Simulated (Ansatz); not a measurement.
`OC1(F)NB1[SiH3]` → `OC1(F)BN1` + `[SiH2]` at 500 K and 1 bar (silylene loss).

Program: Ansatz. Geometries: PBE0-D4/def2-TZVP. ΔE: electronic, gas phase. CCSD(T)/CBS adds triple-zeta CCSD(T) − MP2 to the extrapolated MP2 energy (def2 sets, frozen cores). This one scheme is used for every species. Each species was taken in one conformer, which may not be the lowest.

| species | CCSD(T)/CBS energy (Eh) | H − E (kJ/mol) | S (J/(mol·K)) |
| --- | --- | --- | --- |
| `OC1(F)NB1[SiH3]` | -584.56642 | 229.0 | 435.7 |
| `OC1(F)BN1` | -294.28666 | 169.5 | 345.2 |
| `[SiH2]` | -290.19011 | 48.0 | 226.5 |

H − E and S are ideal-gas, rigid-rotor, harmonic terms from PBE0-D4/def2-TZVP, for one conformer and one mirror image of each species. 1 Eh = 2625.50 kJ/mol, R = 8.31446 J/(mol·K).

**Question.** By hand: ΔE, ΔH, ΔS and ΔG.

**Answer.** ΔE = (-294.28666) + (-290.19011) − (-584.56642) = 0.08965 Eh = 235.4 kJ/mol. Δ(H − E) = 169.5 + 48.0 − 229.0 = -11.5, so ΔH = 223.9 kJ/mol. ΔS = 345.2 + 226.5 − 435.7 = 136.0 J/(mol·K). ΔG = 223.9 − 500 × (136.0)/1000 = 155.9 kJ/mol.

**Question.** By hand: the equilibrium constant, and the temperature at which ΔG would vanish if ΔH and ΔS stayed fixed.

**Answer.** log₁₀ K = −ΔG/(RT ln 10) = -16.3. ΔG = 0 at ΔH/ΔS = 1646 K.

The number of gas molecules changes by +1, which sets the sign of ΔS. A doubt of 5 kJ/mol in ΔE shifts log₁₀ K by 0.5 here. Other conformers and mirror images would add mixing entropy, several J/(mol·K) or more a flexible species. Modes under 60 cm⁻¹, often nearly free rotors, make the harmonic entropy too high. These are equilibria of isolated gas molecules and say nothing of rates. Largest T1 diagnostic: 0.014 (customary marks: 0.02 for closed shells, 0.045 for open ones).
